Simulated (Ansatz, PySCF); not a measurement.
The pair A = GeH4 (SMILES [GeH4]) (first 5 atoms), B = CH6Si (SMILES C[SiH3]); geometry from B3LYP-D3(BJ)/def2-TZVP.
(charge 0, multiplicity 1):
```xyz
13

Ge     0.1870    -0.1501     0.2054
H      0.7029    -1.1953     1.2046
H      0.8688    -0.3583    -1.1547
H      0.4969     1.2577     0.7319
H     -1.3327    -0.3117     0.0450
C     -1.2805     0.3308     3.9096
Si     0.4707    -0.0694     4.4523
H     -1.4430     1.4097     3.8847
H     -2.0057    -0.1043     4.5997
H     -1.4884    -0.0651     2.9145
H      1.4607     0.5862     3.5652
H      0.7077    -1.5328     4.4161
H      0.7007     0.4073     5.8383
```

Correlated levels freeze the cores. Filled d and f shells under p-block atoms count as core. CBS(a, b) extrapolates the correlation energy as X⁻³ and adds the Hartree–Fock energy of set b. MP2 and its Hartree–Fock in def2-TZVPPD are density fitted.

Programs: Ansatz (Gaussian orbitals); PySCF for the dispersion terms. 

The monomers are drawn apart, rigid, along the line of their centres of mass. Counterpoise-corrected interaction energies (kcal/mol):

```
level                                                 R = 5.362 Å  R = 6.637 Å
----------------------------------------------------  -----------  -----------
PBE-D3(BJ)/def2-TZVPPD                                    -0.5438      -0.1276
wB97M-V/def2-TZVPPD                                       -0.3735      -0.0968
MP2/CBS(def2-SVPD, def2-TZVPPD) + ΔCCSD(T)/def2-SVPD      -0.3572      -0.0925
```

### Question
R is the distance of the centres of mass. Find the local exponent m of E ∝ R⁻ᵐ between the two points.

### Answer

m = ln(E₁/E₂)/ln(R₂/R₁): PBE-D3(BJ)/def2-TZVPPD 6.8; wB97M-V/def2-TZVPPD 6.3; MP2/CBS(def2-SVPD, def2-TZVPPD) + ΔCCSD(T)/def2-SVPD 6.3. For scale, two fixed dipoles give m = 3, dipole and quadrupole 4, quadrupoles 5, and dispersion or dipole-induced dipole 6 at long range; at these distances several terms mix, and what is left of overlap and damping shifts m, so it need not match one of them.

Ansatz is a first-principles code.
